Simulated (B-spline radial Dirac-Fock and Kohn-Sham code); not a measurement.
## Dipole and non-dipole photoemission parameters of Co³⁺ 3d5/2

System: the Co³⁺ ion, configuration 1s2 2s2 2p6 3s2 3p6 3d6; threshold 53.03 eV (orbital energy of the model). The computed values come from an atomic code on a B-spline grid: Dirac-Hartree-Slater photoionisation with a Latter tail; cross sections with all multipoles, angular parameters from the dipole term and its interference with E2.

```csv
hν (eV),σ (kb),β,γ,δ
73.4,4370,0.392,-0.003,0.011
90.9,3690,0.591,0.002,0.014
95.5,3500,0.634,0.004,0.014
100,3320,0.673,0.005,0.014
186,1090,1.075,0.044,0.022
200,928,1.106,0.052,0.023
300,340,1.216,0.115,0.030
380,177,1.234,0.164,0.035
512,73.3,1.219,0.241,0.043
958,9.71,1.068,0.440,0.071
1000,8.39,1.054,0.454,0.074
1290,?,?,?,?
1486.9,2.07,0.904,0.578,0.106
2030,0.656,0.784,0.670,0.141
2470,0.311,0.712,0.727,0.169
2660,0.234,0.686,0.749,0.180
2760,0.202,0.673,0.760,0.187
3720,0.0617,0.573,0.845,0.243
4190,0.0380,0.536,0.875,0.269
5270,0.0147,0.467,0.924,0.325
5580,0.0115,0.451,0.934,0.340
6000,0.00848,0.431,0.946,0.360
6320,0.00680,0.417,0.954,0.375
7020,0.00434,0.390,0.967,0.407
8240,0.00217,0.351,0.983,0.460
8470,0.00193,0.345,0.985,0.469
9410,0.00122,0.323,0.991,0.507
9760,0.00104,0.316,0.993,0.521
15000,0.000155,0.244,1.010,0.703
```

Task: Give the values at 1290 eV.

Result: σ = 3.45 kb, β = 0.959, γ = 0.535, δ = 0.093.
